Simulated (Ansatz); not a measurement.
CHOS (SMILES [OH+]=C=S), charge +1, singlet, at a GFN2-xTB geometry; BLYP/3-21G run with Ansatz (a first-principles code).

Here is a job for Ansatz.
Ansatz 0.2 input:
```yaml
crystal:
  periodic: [false, false, false]
  atoms:
    - {symbol: O, position_ang: [-0.05168487, 0.00758199, -1.62217986]}
    - {symbol: C, position_ang: [0.02888989, -0.02120432, -0.40228227]}
    - {symbol: S, position_ang: [-0.02233192, 0.02665716, 1.10304489]}
    - {symbol: H, position_ang: [0.59745029, -0.35994452, -2.25758581]}
basis:
  gaussian:
    orbitals: 3-21G.json
hamiltonian:
  xc: blyp
total_charge: 1
```
The basis file holds 3-21G in the JSON format of the Basis Set Exchange.

Output, abridged:

```
Functional definition: BLYP
370 factors; integrals over basis functions are off by at most 4.9e-4 eV
mean field evaluation 1: about -13840.5181 eV, gradient 8.6e1 eV
mean field evaluation 2: about -13763.9328 eV, gradient 1.8e2 eV
mean field evaluation 4: about -13845.5836 eV, gradient 5.8e1 eV
mean field evaluation 8: about -13854.3404 eV, gradient 1.6e-1 eV
mean field evaluation 16: about -13854.3337 eV, gradient 5.0e-5 eV
mean field -13854.33373593 eV, -509.1373739906 hartree, gradient 5.0e-5 eV, S^2 0.000000; 0 other end points of the search recorded, 0 dependent functions left out
reference -13854.33395269 eV, -509.1373819566 hartree; 15, 15 occupied and 18, 18 virtual orbitals, 370 factors
Total energy: -13854.33395269 eV, -509.1373819566 hartree
```
